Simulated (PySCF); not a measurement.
These compounds are isomers of formula C₇H₁₃P.

A. SMILES C1CP2CCC1CC2
B. `CC1=C(C)CP(C)C1`
C. SMILES P1(CCC)CC=CC1

Spectrum 1. ¹³C{¹H} NMR (computed): δ 136.2 (C), 45.2 (CH2), 19.3 (CH3), 14.7 (CH3).

Spectrum 2. ¹³C{¹H} NMR (computed): δ 137.1 (CH), 38.0 (CH2), 35.6 (CH2), 24.2 (CH2), 19.1 (CH3).

Spectrum 3. ¹³C{¹H} NMR (computed): δ 26.2 (CH2), 25.2 (CH), 19.0 (CH2).

Computed data (PySCF 2.14): NMR shieldings at PBE0/pcSseg-1/GIAO, geometry: GFN2-xTB. Single conformer, rapidly exchanging positions averaged, isolated molecule, no relativistic terms.

Chemical shifts δ = σref − σ; ¹³C (σref 186.93) against TMS, all at this level. Splittings of carbon signals by F and P are missing where no couplings were computed. Shifts are as computed. Against solution values, carbons near 30 ppm lie about +3 ppm off and those near 130 ppm about +5 ppm. Of 1211 compounds with measured shifts, 218 miss one by over three times the rms of a fit or turn the order of signals round; such compounds aren't used in these exercises.

Question: Which spectrum belongs to which compound?

Answer: 1–B, 2–C, 3–A.

- Spectrum 1 (B): 4 ¹³C signals; δC 136.2 is a fully substituted alkene carbon; δC 19.3 is an allylic methyl carbon.
- Spectrum 2 (C): 5 ¹³C signals; δC 137.1 is an alkene CH; δC 24.2 is an sp3 CH2.
- Spectrum 3 (A): 3 ¹³C signals; δC 26.2 is an sp3 CH2 in a ring; δC 25.2 is an sp3 CH in a ring.
